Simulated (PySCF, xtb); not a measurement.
1-bromobuta-1,2-diene (C4H5Br), SMILES CC=C=CBr.

xtb 6.7.1 with GFN2-xTB at its own geometry gives an orbital gap of 4.03 eV and a dipole moment of 3.96 D.

The structure is a stationary point at PBE0-D3(BJ)/def2-SVP.

**Question.** What does PBE/def2-TZVP (PySCF) give? (Estimate from the structure and the level; the computed values follow.)

**Answer.** gap 4.19 eV (levels -5.97 and -1.78 eV), dipole 2.16 D.
